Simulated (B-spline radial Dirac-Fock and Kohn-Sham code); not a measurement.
Compton profile of Gd⁺

System: the Gd⁺ ion in the configuration 1s2 2s2 2p6 3s2 3p6 3d10 4s2 4p6 4d10 4f5 5s2 5p6 5d3 6s1 (not the ground configuration).

These are calculated numbers from a B-spline atomic structure program; the model is the impulse approximation on configuration-average Dirac-Fock orbitals. pz is in atomic units of momentum; subshell profiles are per electron, for a selection of subshells; open shells are spread over both j values by their weights.

```
  pz    J total   J 4p1/2   J 5s1/2   J 6s1/2
0.31      8.779     0.130     0.450     0.605
0.45      8.230     0.130     0.394     0.241
0.66      7.601     0.130     0.296    0.0793
0.95      6.641     0.129     0.171    0.0694
 1.4      5.112     0.125    0.0631    0.0273
   2      3.933     0.112    0.0372   0.00511
 2.9      3.122    0.0795    0.0298   0.00388
 4.3      2.080    0.0313   0.00675  0.000928
 6.3      1.201   0.00855   0.00346  0.000371
 9.1     0.7276   0.00715   0.00130  0.000147
  13     0.4048   0.00245  0.000299  3.18e-05
  19     0.1832  0.000435  0.000192  2.05e-05
  28    0.07045  0.000347  2.25e-05  2.41e-06
  41    0.02447  0.000114  8.85e-06    < 1e-6
  60   0.007789  1.93e-05  5.27e-06    < 1e-6
  87   0.002213  2.51e-06  1.57e-06    < 1e-6
 130  0.0004718    < 1e-6    < 1e-6    < 1e-6
```

Problem. What is the peak value J(0), and which subshell contributes most to it?

Solution. J(0) = 9.826. The 6s1/2 subshell gives the largest part, 15 %.

Mean momentum ⟨p⟩ by subshell (a.u.): 1s1/2 62.7, 2s1/2 22.3, 2p1/2 29.7, 2p3/2 27.2, 3s1/2 11.2, 3p1/2 13.4, 3p3/2 12.6, 3d3/2 15.2, 3d5/2 14.9, 4s1/2 5.68, 4p1/2 6.34, 4p3/2 6.04, 4d3/2 6.52, 4d5/2 6.41, 4f5/2 6.07, 4f7/2 6.02, 5s1/2 2.31, 5p1/2 2.40, 5p3/2 2.26, 5d3/2 1.83, 5d5/2 1.78, 6s1/2 0.711.
